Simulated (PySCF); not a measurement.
C₄H₈BN, singlet, geometry from GFN2-xTB. Base run: PBE0/6-31G run with PySCF.

PySCF was given this input:
```python
from pyscf import gto, scf, dft, solvent

mol = gto.M(
    atom='''
B     0.135673    0.404100    0.138318
C    -1.091938   -0.555223    0.310752
C    -1.519506   -1.050113    1.465671
H    -1.629165   -0.855820   -0.582863
H    -2.362155   -1.721519    1.543083
H    -1.027672   -0.820118    2.398877
C     1.044359    0.375844   -1.136144
C     0.980529   -0.522898   -2.111831
H     1.803859    1.148640   -1.228059
H     1.637924   -0.507483   -2.969047
H     0.262067   -1.326738   -2.092357
N     0.435054    1.316930    1.140317
H    -0.100273    1.402036    1.987757
H     1.211010    1.956325    1.098110
''',
    basis='6-31g',
    charge=0,
    spin=0,
    verbose=4,
)

mf = dft.RKS(mol)
mf.xc = 'pbe0'
mf.kernel()
```

Each row names what was changed in the base input (with any setting that the change needs).

| change | ΔE vs base (kcal/mol) | dipole (D) | HOMO-LUMO gap (eV) |
|---|---|---|---|
| base | 0.000 | 1.47 | 6.68 |
| model = IEF-PCM; solvent = tetrahydrofuran | -3.82 | 1.83 | 6.63 |
| model = IEF-PCM; solvent = dimethylsulfoxide; lebedev_order = 11 | -4.42 | 1.90 | 6.62 |
| model = IEF-PCM; solvent = water | -4.78 | 1.92 | 6.61 |
| model = IEF-PCM; solvent = chloroform | -3.29 | 1.78 | 6.63 |
| model = SS(V)PE; solvent = dimethylsulfoxide | -4.65 | 1.89 | 6.62 |
| model = C-PCM; solvent = dimethylsulfoxide | -4.77 | 1.92 | 6.62 |
| model = IEF-PCM; solvent = dimethylsulfoxide; r_probe = 0.5 | -1.75 | 1.75 | 6.64 |
| model = IEF-PCM; solvent = dimethylsulfoxide; vdw_scale = 1.1 | -6.43 | 1.96 | 6.61 |
| model = IEF-PCM; solvent = dimethylsulfoxide; lebedev_order = 41 | -4.74 | 1.91 | 6.62 |
| model = COSMO; solvent = dimethylsulfoxide | -4.72 | 1.91 | 6.62 |
| model = IEF-PCM; solvent = 2-propanol | -4.45 | 1.89 | 6.62 |

The base is the gas phase, so ΔE is the electrostatic part of solvation at a fixed geometry, without cavity and dispersion terms.
